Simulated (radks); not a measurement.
Values are calculated unless marked as measured or tabulated.
Problem. All-electron atom: Ta in [Xe] 4f14 5d3 6s2 (the NIST ground configuration). Code: a radial shooting solver on a logarithmic mesh with Libxc functionals. Model: Dirac Kohn-Sham, Slater X-alpha with alpha = 0.848, spin-unpolarised, spherical densities, point nucleus; open shells fill j = l - 1/2 first. Some entries of the table are withheld. Estimate them.

orbital  occ.  eigenvalue (hartree)  <r^2> (bohr^2)
1s1/2       2             -2477.643       0.0004781
2s1/2       2             -426.4689        0.007295
2p1/2       2             -408.0249        0.005211
2p3/2       4             -361.0700        0.006411
3s1/2       2                   (1)         0.04765
3p1/2       2             -89.66331         0.04372
3p3/2       4             -79.52838         0.05031
3d3/2       4             -65.47290         0.03902
3d5/2       6             -63.25596         0.04083
4s1/2       2             -20.05652          0.2363
4p1/2       2                   (2)          0.2438
4p3/2       4                   (3)          0.2795
4d3/2       4              -8.61423          0.3057
4d5/2       6              -8.18106          0.3193
5s1/2       2              -2.74676           1.342
5p1/2       2              -1.74024           1.655
5p3/2       4              -1.40742           1.962
4f5/2       6              -1.09372             (4)
4f7/2       8              -1.01768             (5)
6s1/2       2                   (6)           11.86
5d3/2       3              -0.16687           5.400
5d5/2       0              -0.14322           5.954

Solution. 
(1) 3s1/2 eigenvalue (hartree): -97.93451
(2) 4p1/2 eigenvalue (hartree): -16.62578
(3) 4p3/2 eigenvalue (hartree): -14.28193
(4) 4f5/2 <r^2> (bohr^2): 0.4873
(5) 4f7/2 <r^2> (bohr^2): 0.5047
(6) 6s1/2 eigenvalue (hartree): -0.20595
